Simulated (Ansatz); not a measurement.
The same path of H2O + H7NSi2 (13 atoms, charge 0, multiplicity 1) was run twice with different band settings. Lost on the way: Si1–Si2, H6–O7. Made: Si1–O7, Si2–H6.

All numbers below come from UKS B3LYP-D4/6-31G* (Ansatz 0.2.0).

Relaxed end points:

```xyz
13
Properties=species:S:1:pos:R:3
Si -0.949 0.371 0.804
Si 0.159 -1.696 0.702
H -2.084 0.318 -0.181
H -1.572 0.525 2.149
N 0.208 1.644 0.596
H 1.223 -0.186 -1.876
O 0.981 0.715 -2.147
H 1.144 -1.869 1.804
H -0.800 -2.838 0.747
H 0.916 -1.831 -0.585
H 0.673 1.665 -0.310
H -0.038 2.576 0.910
H 0.138 0.607 -2.612
```

```xyz
13
Properties=species:S:1:pos:R:3
Si -1.182 1.279 -0.245
Si 0.947 -2.147 0.299
H -2.239 2.312 -0.311
H -1.633 0.036 0.442
N 0.106 1.863 0.742
H 0.810 -1.395 -0.977
O -0.855 0.976 -1.853
H 1.179 -1.179 1.403
H -0.295 -2.916 0.554
H 2.110 -3.064 0.193
H 0.546 2.757 0.565
H 0.736 1.224 1.210
H -0.231 0.255 -2.022
```

Common settings: movable images 5; climbing image yes; spring 5.0 eV/Å²; optimiser quadratic models (default); start path through a guess of the saddle point; iteration limit 60; end points relaxed.

| run | force threshold |
| --- | --- |
| 1 | 0.05 eV/Å |
| 2 | 0.2 eV/Å |

**Question.** What does each run give, and how far can it be trusted?

**Answer.** Run 1: converged after 37 iterations, highest image 1.656 eV above the first end. Beside the main top the profile has a ripple of under 15 meV (maxima at images 2, 5), which may be a very shallow well or noise. A structure lower than the last end lies on the path between it and the top, so the climb from that side starts below the end, which may itself be a saddle point or a shallow side well. Neighbouring images differ by up to 2.6 eV, so the band resolves the path poorly. A vibrational analysis at the climbing image gives one clearly imaginary mode, 597i cm⁻¹: a first-order saddle point.
Run 2: converged after 27 iterations, highest image 1.704 eV above the first end. The threshold of 0.2 eV/Å is loose, so the images may lie well off the minimum-energy path. Neighbouring images differ by up to 2.5 eV, so the band resolves the path poorly. The order of the stationary point at the top wasn't checked.
The orbitals stay closed-shell, which can raise the energy where a bond breaks towards radicals; this wasn't checked here.
